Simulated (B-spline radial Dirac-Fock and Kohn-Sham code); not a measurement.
These are calculated numbers from a radial finite-basis atomic code; the model is independent-particle photoionisation in a Dirac-Hartree-Slater potential with a Latter tail, all multipoles, thresholds from Dirac-Fock ΔSCF. Kinetic energies are from the vacuum level. Open shells are spread statistically over j, without multiplet splitting. Without correlation, outer binding energies are uncertain by a few eV, most for open f shells.

**Question.** A free atom or ion in its tabulated ground configuration is ionised with Cu Kα (8047.8 eV) photons and gives these photoelectron lines. Identify it and assign the lines.

```csv
kinetic energy (eV),relative cross section
2571.1,100.0
7406.8,7.0
7514.9,1.3
7521.8,2.4
7964.4,0.97
8041.7,0.079
```

**Answer.** V, [Ar] 3d3 4s2. Binding energies are hν less the kinetic energy: 1s 5476.7 eV, 2s 641.0 eV, 2p1/2 532.9 eV, 2p3/2 526.0 eV, 3s 83.42 eV, 4s 6.12 eV.
